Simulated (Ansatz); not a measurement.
## Molecular dynamics of Si₁₆N

Input:

```yaml
accuracy: low
crystal:
  lattice:
    - [0.0, 5.43, 5.43]
    - [5.43, 0.0, 5.43]
    - [5.43, 5.43, 0.0]
  atoms:
    - { symbol: Si, position: [-0.01156915, -0.00629207, 0.03009941] }
    - { symbol: Si, position: [0.10479474, 0.1459284, 0.13423925] }
    - { symbol: Si, position: [-0.02185846, -0.0260145, 0.50201059] }
    - { symbol: Si, position: [0.06301883, 0.14236966, 0.65197717] }
    - { symbol: Si, position: [-0.01088949, 0.52102892, 0.02676847] }
    - { symbol: Si, position: [0.17109754, 0.58816215, 0.13237726] }
    - { symbol: Si, position: [0.07967133, 0.45606842, 0.52492696] }
    - { symbol: Si, position: [0.16003091, 0.61481986, 0.63061827] }
    - { symbol: Si, position: [0.48461692, -0.00175471, 0.03805271] }
    - { symbol: Si, position: [0.62733935, 0.10952607, 0.1496728] }
    - { symbol: Si, position: [0.42111466, 0.0900378, 0.50444977] }
    - { symbol: Si, position: [0.60092842, 0.08832487, 0.66283352] }
    - { symbol: Si, position: [0.5457733, 0.45317796, 0.01280137] }
    - { symbol: Si, position: [0.63994439, 0.63518534, 0.06542501] }
    - { symbol: Si, position: [0.5500652, 0.49381674, 0.48172588] }
    - { symbol: Si, position: [0.69114855, 0.58039158, 0.63159245] }
    - { symbol: "N", position: [0.65300816, 0.84560727, 0.57403395], spin: 1.0 }
magnetization:
  spin_polarized: true
basis:
  ecutwfc: 420.0
kpoints:
  mp_grid: { grid: [2, 2, 2] }
hamiltonian:
  xc: pbe
  pseudopotentials: { kind: paw, azcp: { folder: soft_1 } }
scf:
  occupations: { method: fermi_dirac, width: 0.05 }
  lower_state_search: "off"
md:
  timestep: 1
  n_steps: 130
  ensemble: nve
  temperature: 2100.0
  initial_velocities: maxwell_boltzmann
  seed: 424337
```

Run as:

```bash
$ ansatz run input.yaml --threads 1 --pin off --max-ram 3072MiB --backend cpu --events-out ev --progress --plain --runs-dir out
```

It goes on from the last frame of an earlier run, with new velocities.

Output, in part (warnings, step lines):

```
WARN: the starting moments were not kept: the SCF closed with an absolute magnetisation of 1.3e-5 μB, where they sum to 1 μB in size (1 site). That is at most 0.1 of that sum. Measured as dr2_m measures the in/out step, that magnetisation stands 4.3e-12 eV from none, at or under the dr2_threshold …
md step     0: t =     0.00 fs  T =  2100.0 K  F+E_penalty+E_count = -10550.85585075 eV  E_kin = 4.343136 eV  conserved = -10546.51271479 eV  (16 SCF iters)
md step     1: t =     1.00 fs  T =  2134.8 K  F+E_penalty+E_count = -10550.92790035 eV  E_kin = 4.415178 eV  conserved = -10546.51272260 eV  (8 SCF iters)
md step     2: t =     2.00 fs  T =  2164.0 K  F+E_penalty+E_count = -10550.98823413 eV  E_kin = 4.475523 eV  conserved = -10546.51271128 eV  (8 SCF iters)
md step     3: t =     3.00 fs  T =  2187.8 K  F+E_penalty+E_count = -10551.03733856 eV  E_kin = 4.524655 eV  conserved = -10546.51268397 eV  (8 SCF iters)
md step     4: t =     4.00 fs  T =  2206.5 K  F+E_penalty+E_count = -10551.07595654 eV  E_kin = 4.563311 eV  conserved = -10546.51264603 eV  (8 SCF iters)
md step     5: t =     5.00 fs  T =  2220.5 K  F+E_penalty+E_count = -10551.10499049 eV  E_kin = 4.592383 eV  conserved = -10546.51260710 eV  (8 SCF iters)
md step     6: t =     6.00 fs  T =  2230.4 K  F+E_penalty+E_count = -10551.12535542 eV  E_kin = 4.612776 eV  conserved = -10546.51257906 eV  (8 SCF iters)
md step     7: t =     7.00 fs  T =  2236.4 K  F+E_penalty+E_count = -10551.13781630 eV  E_kin = 4.625248 eV  conserved = -10546.51256826 eV  (8 SCF iters)
[... lines left out ...]
md step   130: t =   130.00 fs  T =  1965.3 K  F+E_penalty+E_count = -10550.57642043 eV  E_kin = 4.064535 eV  conserved = -10546.51188527 eV  (7 SCF iters)
```

The steps, from the saved trajectory:

| time (fs) | T (K) | potential energy less start (eV) | conserved less start (meV/atom) |
| --- | --- | --- | --- |
| 0.0 | 2100 | 0.000 | 0.00 |
| 4.0 | 2206 | -0.220 | 0.00 |
| 8.0 | 2239 | -0.287 | 0.01 |
| 12.0 | 2215 | -0.237 | 0.00 |
| 16.0 | 2135 | -0.072 | 0.00 |
| 20.0 | 2007 | 0.194 | 0.02 |
| 24.0 | 1890 | 0.435 | 0.09 |
| 28.0 | 1898 | 0.419 | 0.06 |
| 32.0 | 1979 | 0.250 | 0.00 |
| 36.0 | 2014 | 0.179 | 0.03 |
| 40.0 | 2019 | 0.168 | 0.06 |
| 44.0 | 2042 | 0.122 | 0.05 |
| 48.0 | 2064 | 0.074 | 0.01 |
| 52.0 | 2017 | 0.172 | 0.00 |
| 56.0 | 1871 | 0.473 | 0.03 |
| 60.0 | 1681 | 0.867 | 0.08 |
| 64.0 | 1548 | 1.144 | 0.11 |
| 68.0 | 1515 | 1.212 | 0.09 |
| 72.0 | 1543 | 1.152 | 0.06 |
| 76.0 | 1582 | 1.072 | 0.05 |
| 80.0 | 1601 | 1.032 | 0.04 |
| 84.0 | 1581 | 1.075 | 0.04 |
| 88.0 | 1521 | 1.199 | 0.07 |
| 92.0 | 1481 | 1.283 | 0.12 |
| 96.0 | 1542 | 1.156 | 0.12 |
| 100.0 | 1702 | 0.825 | 0.06 |
| 104.0 | 1857 | 0.503 | 0.02 |
| 108.0 | 1934 | 0.343 | 0.03 |
| 112.0 | 1964 | 0.282 | 0.07 |
| 116.0 | 2018 | 0.170 | 0.07 |
| 120.0 | 2101 | -0.002 | 0.02 |
| 124.0 | 2128 | -0.059 | -0.01 |
| 128.0 | 2041 | 0.123 | 0.02 |

The run went to its last step. The conserved energy stayed within 0.13 meV per atom of its start (net change 0.049 meV per atom), so the integration is sound. A run of 0.13 ps of so small a system gives no equilibrium averages. Limits of this set-up: coarse k mesh, low accuracy level.

Mean squared displacements from the first frame to the last, about the centre of mass: Si 0.52 Å², N 0.58 Å².

Last frame:

```xyz
17
Lattice="0.0000 5.4300 5.4300 5.4300 0.0000 5.4300 5.4300 5.4300 0.0000" Properties=species:S:1:pos:R:3
Si -0.468 -0.083 -0.067
Si 0.866 1.351 1.226
Si 2.406 2.823 0.179
Si 4.086 4.075 1.452
Si 2.454 0.273 2.575
Si 3.920 1.496 3.745
Si 5.607 2.475 2.727
Si 6.920 4.071 3.994
Si -0.822 2.403 2.492
Si 1.002 4.142 3.900
Si 3.190 5.227 3.268
Si 4.423 6.854 4.798
Si 2.999 3.092 4.921
Si 4.322 4.586 6.762
Si 6.152 5.638 5.795
Si 7.254 7.328 6.592
N 8.385 6.743 7.799
```

The run took 21 min on 1 thread of Intel(R) Xeon(R) 6975P-C (Granite Rapids), with other jobs on the host, peak memory 0.73 GiB.
